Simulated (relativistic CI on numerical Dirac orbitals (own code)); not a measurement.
**Slater and spin-orbit integrals, Ce⁵⁰⁺**

Computed by Dirac-Coulomb-Breit CI, separate exchange-only KLI orbitals for each configuration, QED by a radiative potential, unscaled Slater integrals (own radial code, finite nucleus).

Slater integrals F^k, G^k are unscaled and averaged over j, outside the closed core 1s2; ζ comes from projecting the Hamiltonian with its Breit term on Σ l·s of the shell.

- 2s2 2p4: F^2(2p,2p) = 1.0686e+06, ζ(2p) = 2.5192e+06 cm⁻¹; <r>(2p) = 0.08859, <r^2>(2p) = 0.009533 (bohr units).
- 2s 2p5: G^1(2s,2p) = 1.1432e+06, ζ(2p) = 2.5102e+06 cm⁻¹; <r>(2s) = 0.1016, <r^2>(2s) = 0.01218, <r>(2p) = 0.08872, <r^2>(2p) = 0.009561 (bohr units).
- 2p5 3s: ζ(2p) = 2.5389e+06, G^1(2p,3s) = 113680 cm⁻¹; <r>(2p) = 0.08836, <r^2>(2p) = 0.009482, <r>(3s) = 0.2394, <r^2>(3s) = 0.06532 (bohr units).

Averages of the first 10 configurations, taken without configuration mixing, which lowers the lowest level and can move excited configurations by several eV; other configurations of the list can lie among them:

```
Configuration  Parity  States  Average energy above the lowest level (eV)
      2s2 2p4    even      15                                       319.5
       2s 2p5     odd      12                                       929.5
          2p6    even       1                                      1585.8
       2p5 3s     odd      12                                      6877.3
       2p5 3p    even      36                                      7045.7
       2p5 3d     odd      60                                      7203.9
   2s2 2p3 3s     odd      40                                      5669.3
   2s2 2p3 3p    even     120                                      5845.6
   2s2 2p3 3d     odd     200                                      6004.1
    2s 2p4 3s    even      60                                      6249.9
```
